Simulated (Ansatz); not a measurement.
Input file for Ansatz (a first-principles code): SC-NEVPT2 on CASSCF(2,2)/cc-pV(T+d)Z on BH5OSi (SMILES BO[SiH3]), a point of a bond scan (R = 3.225 Å). Files ending in .json are basis or fitting sets from the Basis Set Exchange.

Ansatz 0.2 input:
```yaml
crystal:
  periodic: [false, false, false]
  atoms:
    - {symbol: B, position_ang: [-0.35530603, 0.16770934, 1.74610802]}
    - {symbol: H, position_ang: [-2.42531368, 1.66652727, 3.71259586]}
    - {symbol: H, position_ang: [0.51570290, -0.54223566, 2.16560005]}
    - {symbol: O, position_ang: [-0.48933143, 0.35730853, 0.41765439]}
    - {symbol: Si, position_ang: [0.33065961, -0.20123129, -0.91475675]}
    - {symbol: H, position_ang: [0.86264245, 0.96822479, -1.64324521]}
    - {symbol: H, position_ang: [-0.62978211, -0.93425439, -1.76420217]}
    - {symbol: H, position_ang: [1.43535929, -1.09433874, -0.49777027]}
basis:
  gaussian:
    orbitals: cc-pV_T+d_Z.json
    pivot_positions_ang: [[-0.35530603, 0.16770934, 1.74610802], [-2.42531368, 1.66652727, 3.71259586], [0.51570290, -0.54223566, 2.16560005], [-0.48933143, 0.35730853, 0.41765439], [0.33065961, -0.20123129, -0.91475675], [0.86264245, 0.96822479, -1.64324521], [-0.62978211, -0.93425439, -1.76420217], [1.43535929, -1.09433874, -0.49777027]]
magnetization: {spin_polarized: false}
correlation: {method: sc_nevpt2, electrons: outside_noble_gas, active_space: {window: {electrons: 2, orbitals: 2}}}
output: {orbitals: {seedname: ./end}}
```

It printed:

```
WARN ansatz: RAYON_NUM_THREADS=1 ignored (pool sized by the plan → 1); use --threads N
Functional definition: HF
integrals: 0.17 GiB planned
1137 factors; integrals over basis functions are off by at most 2.8e-4 eV
mean field: 0.40 GiB planned
mean field evaluation 1: about -10643.6947 eV, gradient 3.4e1 eV
mean field evaluation 2: about -10643.6950 eV, gradient 3.4e1 eV
mean field evaluation 4: about -10647.4198 eV, gradient 3.6e0 eV
mean field evaluation 8: about -10647.4824 eV, gradient 4.4e-4 eV
mean field evaluation 16: about -10641.4845 eV, gradient 2.6e1 eV
mean field -10647.48238406 eV, -391.2877604913 hartree, gradient 8.1e-7 eV, S^2 0.000000; 1 other end points of the search recorded, 0 dependent functions left out; unrestricted orbitals would lower it
reference -10647.48238406 eV, -391.2877604913 hartree; 16, 16 occupied and 153, 153 virtual orbitals, 1137 factors
configuration interaction: 0.29 GiB planned
configuration interaction: 0.00 GiB planned
state -10650.14070339 eV, -391.3854519249 hartree
state -10650.14070339 eV, -391.3854519249 hartree; corrected -10662.04731023 eV, -391.8230116557 hartree
Total energy: -10662.04731023 eV, -391.8230116557 hartree
```

Self-consistency was reached.

Cost: around 21 core-seconds (rough).
